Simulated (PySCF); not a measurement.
C3HBrCl2, SMILES ClC(Cl)=C=CBr.

The structure is a stationary point at TPSSh-D3(BJ)/def2-SVP. This is a generated structure with no PubChem entry under its InChIKey; it may be hypothetical.

Computed with TDA-PBE/def2-SVPD in PySCF.

Vertical excitations. Gas-phase values at a fixed geometry. State labels are in the subgroup Cs.

**Question.** List the lowest excited states. (The exact figures need the calculation; the answer reports its results.)

**Answer.** 
```json
[
 {"state": "S1", "symmetry": "A\"", "energy (eV)": "4.22", "λ (nm)": "294", "f": "0.000", "main pairs": "HOMO→LUMO+1 94 %"},
 {"state": "S2", "symmetry": "A\"", "energy (eV)": "4.35", "λ (nm)": "285", "f": "0.000", "main pairs": "HOMO−1→LUMO 94 %"},
 {"state": "S3", "symmetry": "A'", "energy (eV)": "4.72", "λ (nm)": "263", "f": "0.003", "main pairs": "HOMO→LUMO 45 %, HOMO−1→LUMO+1 44 %"},
 {"state": "S4", "symmetry": "A\"", "energy (eV)": "4.89", "λ (nm)": "254", "f": "0.000", "main pairs": "HOMO−2→LUMO+1 100 %"},
 {"state": "S5", "symmetry": "A'", "energy (eV)": "5.01", "λ (nm)": "247", "f": "0.001", "main pairs": "HOMO−2→LUMO 97 %"},
 {"state": "S6", "symmetry": "A\"", "energy (eV)": "5.34", "λ (nm)": "232", "f": "0.002", "main pairs": "HOMO−1→LUMO+2 99 %"},
 {"state": "S7", "symmetry": "A'", "energy (eV)": "5.41", "λ (nm)": "229", "f": "0.013", "main pairs": "HOMO→LUMO+2 93 %"},
 {"state": "S8", "symmetry": "A\"", "energy (eV)": "5.45", "λ (nm)": "227", "f": "0.000", "main pairs": "HOMO−3→LUMO 99 %"},
 {"state": "S9", "symmetry": "A'", "energy (eV)": "5.57", "λ (nm)": "222", "f": "0.001", "main pairs": "HOMO−3→LUMO+1 96 %"},
 {"state": "S10", "symmetry": "A'", "energy (eV)": "5.67", "λ (nm)": "218", "f": "0.748", "main pairs": "HOMO−1→LUMO+1 34 %, HOMO→LUMO 32 %, HOMO−6→LUMO+1 12 %, HOMO→LUMO+3 9 %"},
 {"state": "T1", "symmetry": "A'", "energy (eV)": "3.55", "λ (nm)": "350", "f": "0", "main pairs": "HOMO→LUMO 88 %"},
 {"state": "T2", "symmetry": "A'", "energy (eV)": "3.70", "λ (nm)": "335", "f": "0", "main pairs": "HOMO−1→LUMO+1 88 %"},
 {"state": "T3", "symmetry": "A\"", "energy (eV)": "3.88", "λ (nm)": "319", "f": "0", "main pairs": "HOMO→LUMO+1 89 %"},
 {"state": "T4", "symmetry": "A\"", "energy (eV)": "3.97", "λ (nm)": "312", "f": "0", "main pairs": "HOMO−1→LUMO 89 %"}
]
```
Triplets are in the Tamm–Dancoff approximation.
